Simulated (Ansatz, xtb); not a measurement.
## Relaxing a trial structure of C2SSe

The starting geometry of this gas-phase triplet was built from a drawn formula by distance geometry and a force field; its bonds are those of `[C]=C1S[Se]1`.

```yaml
atoms:
  - { symbol: C, position_ang: [0.2059, -2.5908, 0.6979] }
  - { symbol: C, position_ang: [-0.3615, -1.7709, -0.2050] }
  - { symbol: S, position_ang: [-1.4893, -1.7572, -1.6752] }
  - { symbol: Se, position_ang: [0.0484, -0.4532, -1.6736] }
```

**Question.** Predict what becomes of its bonds when it is optimised with r2SCAN-D4/def2-SVP.

**Answer.** A bond breaks, giving a structure given below by its coordinates. Distances that change by over a tenth: C2–S3 (1.85 → 1.66 Å). Contacts that open: C2–Se4 (2.02 → 2.94 Å).

The energy falls by 1.30 eV over 11 steps:

| step | E − E(last) (eV) |
| --- | --- |
| 1 | 1.296 |
| 2 | 0.861 |
| 3 | 0.726 |
| 4 | 0.548 |
| 5 | 0.226 |
| 7 | 0.027 |
| 8 | 0.001 |
| 9 | 0.001 |
| 10 | 0.000 |
| 11 | 0.000 |

Final geometry (Å):

| atom | x (Å) | y (Å) | z (Å) |
| --- | --- | --- | --- |
| C | 0.0358 | -2.7484 | 0.9003 |
| C | -0.3782 | -2.1432 | -0.1435 |
| S | -1.2511 | -1.6588 | -1.4672 |
| Se | -0.0030 | -0.0216 | -2.1456 |

From the same start GFN2-xTB reaches the same bonding as this run.

No frequencies were run, so the end isn't proven a minimum. Open shells are spin-unrestricted. The triplet needn't be the ground state. Run with Ansatz 0.2.0, 94 s on 1 thread of Intel(R) Xeon(R) Platinum 8375C CPU @ 2.90GHz (Ice Lake), with other jobs on the host.
